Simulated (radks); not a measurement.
All-electron atom: Lu1.7+ in [Ar] 3d(up 5, down 4.3) 4s2 4p6 4d10 4f14 5s2 5p6 6s2 (fractional occupations, a model configuration). Calculated with a radial shooting solver on a logarithmic mesh with Libxc functionals: scalar-relativistic Kohn-Sham, PBE, spin-polarised, spherical densities, point nucleus.

Normalised radial functions P(r) = r R(r), r in bohr:

| r | 4f up | 6s up |
|---|---|---|
| 0.001287 | 0.0000 | 0.0250 |
| 0.001744 | 0.0000 | 0.0312 |
| 0.002364 | 0.0000 | 0.0384 |
| 0.003204 | 0.0000 | 0.0464 |
| 0.004307 | 0.0000 | 0.0543 |
| 0.005837 | 0.0000 | 0.0612 |
| 0.007911 | 0.0000 | 0.0647 |
| 0.01064 | 0.0001 | 0.0619 |
| 0.01442 | 0.0002 | 0.0487 |
| 0.01954 | 0.0008 | 0.0214 |
| 0.02648 | 0.0022 | -0.0199 |
| 0.0356 | 0.0061 | -0.0660 |
| 0.04824 | 0.0167 | -0.0991 |
| 0.06538 | 0.0429 | -0.0876 |
| 0.08791 | 0.0998 | -0.0153 |
| 0.1191 | 0.2169 | 0.0937 |
| 0.1615 | 0.4200 | 0.1453 |
| 0.2188 | 0.7074 | 0.0494 |
| 0.2942 | 1.0053 | -0.1354 |
| 0.3987 | 1.2064 | -0.2052 |
| 0.5404 | 1.1951 | -0.0141 |
| 0.7265 | 0.9939 | 0.2624 |
| 0.9846 | 0.6981 | 0.3248 |
| 1.334 | 0.4155 | 0.0386 |
| 1.809 | 0.2044 | -0.3984 |
| 2.432 | 0.0821 | -0.6607 |
| 3.295 | 0.0240 | -0.6056 |
| 4.466 | 0.0045 | -0.3333 |
| 6.005 | 0.0005 | -0.1096 |
| 8.138 | 0.0000 | -0.0174 |

4f up: eigenvalue -33.012 eV, 0 radial nodes, <r> = 0.679 bohr, 90 % of the charge inside 1.15 bohr. 6s up: eigenvalue -16.949 eV, 5 radial nodes at r = 0.0231, 0.0919, 0.238, 0.548, 1.37 bohr, <r> = 2.99 bohr, 90 % of the charge inside 4.29 bohr.
